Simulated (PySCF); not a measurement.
Cartesian coordinates in Å; atom numbers follow the order of the lines, from 1:
```xyz
15

C    -2.5889   -0.1713    0.2645
Si   -0.9218   -0.4273   -0.5990
C     0.3785    0.6282    0.3585
C     1.7096    0.5036   -0.2651
F     1.8704    1.1585   -1.4352
C     2.7218   -0.2268    0.1851
F     3.9086   -0.3824   -0.3939
F     2.6602   -0.9162    1.3271
H    -3.3673   -0.7388   -0.2354
H    -2.5600   -0.4979    1.3004
H    -2.8899    0.8730    0.2568
H    -0.4822   -1.8243   -0.5337
H    -0.9652    0.0431   -1.9854
H     0.0818    1.6764    0.3370
H     0.4399    0.3101    1.3966
```

Theoretical values (PySCF 2.14.0 with density-fitted response routines): geometry: GFN2-xTB, shielding tensors at PBE0/pcSseg-1 (GIAO). One computed conformer, equivalent nuclei averaged, relativity neglected, no solvent model.

References, each an isolated molecule treated in the same way: 13C and 1H and 29Si vs TMS; 19F vs CFCl3.

```tsv
atoms	nucleus	count	δ (ppm)
C6	13C	1	165.8
F8	19F	1	-127.5
F7	19F	1	-109.7
H9/H10/H11	1H	3	0.26
H14/H15	1H	2	1.84
F5	19F	1	-183.1
C1	13C	1	?
H12/H13	1H	2	?
C4	13C	1	?
Si2	29Si	1	-40.2
C3	13C	1	15.5
```

**Question.** Fill in the missing shifts.

**Answer.** 
- C4: 138.0 ppm, fully substituted alkene carbon; the olefinic region
- C1: -6.3 ppm, methyl carbon bonded to Si; an electropositive neighbour leaves it electron-rich and shielded
- H12/H13: 4.32 ppm, hydrogen on a silicon bonded to 2 C

Shifts are as computed. Against solution values, carbons near 30 ppm lie about +3 ppm off and those near 130 ppm about +5 ppm. Of 1309 compounds with measured shifts, 239 miss one by over three times the rms of a fit or turn the order of signals round; such compounds aren't used in these exercises. Unscaled 19F shifts against computed CFCl3 carry errors that often reach 10 to 50 ppm.
